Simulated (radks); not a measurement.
All-electron atom: the neodymium ion Nd10+ in [Kr] 4d10 4f2 5s2.

Method: Dirac Kohn-Sham, PBE, spin-unpolarised, spherical densities, finite nucleus; open shells fill j = l - 1/2 first; Fermi nuclear charge, rms radius 4.9123 fm; computed with a radial shooting solver on a logarithmic mesh with Libxc functionals.

Energy parts (hartree):
part                       energy
total                  -9603.1622
kinetic                10357.4167
electron-nucleus      -23164.8169
Hartree                 3421.8959
exchange-correlation    -217.6579

Orbitals (lengths in bohr, moments of r in powers of bohr; r(max) is where P^2 peaks):
| orbital | occ. | eigenvalue (hartree) | <r> | r(max) | <r^2> | <r^4> |
|---|---|---|---|---|---|---|
| 1s1/2 | 2 | -1599.394 | 0.02363 | 0.01510 | 0.0007599 | 1.527e-06 |
| 2s1/2 | 2 | -263.5974 | 0.1005 | 0.08565 | 0.01197 | 0.0002480 |
| 2p1/2 | 2 | -249.7178 | 0.08421 | 0.06508 | 0.008750 | 0.0001551 |
| 2p3/2 | 4 | -230.6036 | 0.09063 | 0.07052 | 0.01000 | 0.0001966 |
| 3s1/2 | 2 | -61.86905 | 0.2659 | 0.2439 | 0.08089 | 0.009911 |
| 3p1/2 | 2 | -55.93898 | 0.2555 | 0.2308 | 0.07591 | 0.009145 |
| 3p3/2 | 4 | -52.12106 | 0.2680 | 0.2425 | 0.08325 | 0.01093 |
| 3d3/2 | 4 | -41.79030 | 0.2393 | 0.1941 | 0.06752 | 0.008192 |
| 3d5/2 | 6 | -40.96506 | 0.2432 | 0.1974 | 0.06959 | 0.008658 |
| 4s1/2 | 2 | -16.93949 | 0.6029 | 0.5639 | 0.4099 | 0.2427 |
| 4p1/2 | 2 | -14.68800 | 0.6175 | 0.5708 | 0.4331 | 0.2779 |
| 4p3/2 | 4 | -13.84143 | 0.6441 | 0.5952 | 0.4709 | 0.3278 |
| 4d3/2 | 4 | -10.12059 | 0.6830 | 0.6085 | 0.5381 | 0.4568 |
| 4d5/2 | 6 | -9.96672 | 0.6918 | 0.6163 | 0.5518 | 0.4799 |
| 5s1/2 | 2 | -6.43917 | 1.283 | 1.223 | 1.831 | 4.625 |
| 4f5/2 | 2 | -5.61250 | 0.8024 | 0.6173 | 0.7697 | 1.114 |
| 4f7/2 | 0 | -5.59027 | 0.8067 | 0.6208 | 0.7777 | 1.136 |

The highest occupied level is 4f5/2 at -152.72 eV. Summed over all electrons, <r^2> = 15.65 bohr^2, which gives a Langevin (diamagnetic) susceptibility term of -12.4 x 10^-6 cm^3/mol. For comparison, the ionisation energy in NIST's Atomic Spectra Database is 168 eV (theoretical). In exact Kohn-Sham theory the highest level is minus the ionisation energy, but local and semilocal functionals leave it too shallow, through self-interaction and a potential that decays too fast; potentials with the right tail come closer.

Beside tabulated values, note that spin-unpolarised runs miss the spin-polarisation part of the exchange energy of open shells.
